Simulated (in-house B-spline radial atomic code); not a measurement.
Co⁴⁺. Computed with a B-spline radial atomic code. Model: all-electron spherical atom, spin shells full or empty, radial basis limit, no spin-orbit coupling: exact exchange with a local potential (Slater, KLI or optimised effective potential, whose far tail is KLI's), no correlation.

Exchange potential has not reached -1/r at the last radius.

The run also made RPA and GW results, which its time includes.

The Slater potential averages the orbital exchange potentials with the orbital densities as weights, KLI adds orbital constants, and the optimised effective potential minimises the exact-exchange energy among local potentials. So their energies lie above Hartree-Fock in the order OEP, KLI, Slater. All fall off as −1/r, unlike LDA and GGA exchange.

Command:
```bash
python run_gw.py task.json out
```
Settings (lengths in bohr, energies in hartree):
```
Z                      27
electrons              23
configuration          [Ar] 3d5
hamiltonian            nr
method                 slater
lmax                   9
spin_polarised         True
box_radius             11.96
intervals              70
```

Cost of the run: 6.5 s on 1 thread of Arm Neoverse N1 (shared host).

Given: hamiltonian non-relativistic; mean-field start Slater potential.

Computed: energy above Hartree-Fock 152.38 millihartree; virial ratio -E/T less 1 -0.014383.

| radius (bohr) | r times exchange potential up (hartree bohr) | r times exchange potential down (hartree bohr) |
| --- | --- | --- |
| 0.00185 | -0.051125 | -0.051126 |
| 0.00226 | -0.062407 | -0.062407 |
| 0.00276 | -0.076126 | -0.076127 |
| 0.00337 | -0.0928 | -0.0928 |
| 0.00412 | -0.11318 | -0.11318 |
| 0.00503 | -0.13769 | -0.13769 |
| 0.00615 | -0.16751 | -0.16751 |
| 0.00751 | ? | ? |
| 0.00918 | -0.24572 | -0.24573 |
| 0.0112 | -0.29558 | -0.29558 |
| 0.0137 | -0.35441 | -0.35442 |
| 0.0167 | -0.42057 | -0.42057 |
| 0.0204 | -0.49523 | -0.49523 |
| 0.0249 | -0.57568 | -0.57568 |
| 0.0305 | -0.66046 | -0.66046 |
| 0.0372 | -0.74114 | -0.74114 |
| 0.0455 | -0.81305 | -0.81305 |
| 0.0555 | -0.86437 | -0.86436 |
| 0.0678 | ? | ? |
| 0.0828 | -0.88599 | -0.88574 |
| 0.101 | -0.90271 | -0.90179 |
| 0.124 | -0.9848 | -0.98258 |
| 0.151 | -1.116 | -1.1123 |
| 0.184 | -1.2568 | -1.2525 |
| 0.225 | -1.3644 | -1.3643 |
| 0.275 | -1.3958 | -1.4118 |
| 0.336 | -1.3293 | -1.3528 |
| 0.41 | -1.2674 | -1.1755 |
| 0.501 | -1.3781 | -1.1241 |
| 0.612 | -1.5869 | -1.2532 |
| 0.748 | -1.7547 | -1.3857 |
| 0.914 | -1.8086 | -1.4466 |
| 1.12 | -1.7384 | -1.4294 |
| 1.36 | -1.5926 | -1.3656 |
| 1.67 | -1.4137 | -1.2828 |
| 2.03 | -1.264 | -1.21 |
| 2.48 | -1.1522 | -1.1488 |

(1) What belongs in the row 0.00751?

(2) What belongs in the row 0.0678?

```tsv
occupied	level (hartree)	Hartree-Fock level (hartree)
1s up	-283	-285.36
1s down	?	?
2s up	-36.344	-37.303
2s down	-36.316	-37.097
2p up	-32.175	-32.549
2p down	-32.152	-32.35
3s up	-6.6546	-6.9812
3s down	-6.2537	-6.4689
3p up	-5.3611	-5.4876
3p down	?	?
3d up	-3.1732	-2.9909
```

(3) What belongs in the row 1s down?

(4) What belongs in the row 3p down?

```json
{"empty": "3d down", "level (hartree)": "-2.8351"}
{"empty": "4s up", "level (hartree)": "-2.092"}
{"empty": "4s down", "level (hartree)": "-2.0087"}
{"empty": "4p up", "level (hartree)": "-1.7482"}
{"empty": "4p down", "level (hartree)": "?"}
{"empty": "4d up", "level (hartree)": "?"}
{"empty": "4d down", "level (hartree)": "-1.1892"}
{"empty": "5s up", "level (hartree)": "-1.0273"}
{"empty": "5s down", "level (hartree)": "-1.0076"}
```

(5) What belongs in the row 4p down?

(6) What belongs in the row 4d up?

Answers

(1) r times exchange potential up (hartree bohr): -0.20309; r times exchange potential down (hartree bohr): -0.20309.

(2) r times exchange potential up (hartree bohr): -0.88689; r times exchange potential down (hartree bohr): -0.88685.

(3) level (hartree): -283; Hartree-Fock level (hartree): -285.36.

(4) level (hartree): -4.9739; Hartree-Fock level (hartree): -4.8689.

(5) level (hartree): -1.6826.

(6) level (hartree): -1.2276.

The highest level, 3d up, differs from Hartree-Fock by -5 eV and the deepest, 1s up, by +64.1 eV: the Slater potential lacks the response part and is deeper than the optimised one throughout, so the top level comes too deep.
